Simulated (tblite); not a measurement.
C₃H₅NO₂Si.
Z-matrix (Å and degrees, GFN2-xTB geometry), rows numbered from 1:
```
C 
N   1  1.2458
Si  2  1.7178  1  134.76
O   3  1.6185  2  104.54  1   122.15
C   3  1.8950  2  127.29  1   -30.87
C   5  1.3323  3   85.64  2  -101.43
O   6  1.3783  5  107.92  3    -1.22
H   1  1.0872  2  118.62  3   178.72
H   1  1.0927  2  125.26  3    -1.61
H   4  0.9543  3  118.65  2   139.53
H   5  1.0714  3  144.97  2    75.39
H   6  1.0760  5  134.94  3   179.33
```

Computed with GFN2-xTB (tblite): harmonic, unscaled wavenumbers at the GFN2-xTB geometry, gas phase. Against measured fundamentals such values can be off by several per cent, at times by over 20. One conformer, not necessarily the lowest.

Harmonic wavenumbers (cm⁻¹): 58.0, 112.6, 145.4, 173.2, 206.9, 244.9, 323.0, 420.8, 488.5, 537.9, 592.1, 734.1, 782.8, 836.4, 848.3, 877.0, 937.4, 1009.0, 1054.6, 1073.8, 1145.3, 1211.4, 1444.7, 1591.9, 1789.7, 2890.5, 2979.6, 3100.2, 3149.0, 3659.5.

A = 3528, B = 1977, C = 1593 MHz; mass 115.009 u (most abundant isotopes); point group C1, symmetry number 1.

Q: What is the zero-point energy?

A: ½Σν̃ = 17209 cm⁻¹ = 205.87 kJ/mol.

Q: What is S at 200 K and 1 bar for an ideal gas of classical rigid rotors and harmonic oscillators?

A: Translation 159.73, rotation 111.17, vibration 59.95: S = 330.9 J/(mol K).

Q: And Cp and H(200 K) − H(0)?

A: Cp = 100.96 J/(mol K), of which vibrations give 67.70 (their classical limit is 30 R = 249.4); H(200 K) − H(0) = 13.46 kJ/mol without the zero-point energy, 6.81 from vibrations.

Q: How do the functions run with temperature in this model?

A: 
| T (K) | S (J/(mol K)) | Cp (J/(mol K)) | H − H(0) (kJ/mol) | G − H(0) (kJ/mol) | ln q(vib) |
| --- | --- | --- | --- | --- | --- |
| 50 | 232.4 | 48.5 | 1.93 | -9.69 | 0.27 |
| 100 | 272.8 | 69.4 | 4.90 | -22.38 | 1.10 |
| 298.15 | 376.6 | 129.7 | 24.80 | -87.49 | 5.11 |
| 373.15 | 407.8 | 148.8 | 35.26 | -116.92 | 6.61 |
| 500 | 455.1 | 174.4 | 55.85 | -171.72 | 9.06 |
| 750 | 532.5 | 206.7 | 103.84 | -295.56 | 13.53 |
| 1000 | 594.9 | 226.8 | 158.20 | -436.75 | 17.51 |

q(vib) and H(0) count from the zero-point level.

Q: Which modes carry the vibrational entropy at 200 K?

A: 58.0 cm⁻¹: 15.64; 112.6 cm⁻¹: 10.29; 145.4 cm⁻¹: 8.31; 173.2 cm⁻¹: 7.00; 206.9 cm⁻¹: 5.74; 244.9 cm⁻¹: 4.60 J/(mol K); the other 24 give 8.36 together.

Hindered rotation and anharmonicity are outside this model. Other conformers, if any are populated, would add a mixing term that is left out. The structure is chiral; the term R ln 2 for an equal mix with its mirror image is left out.
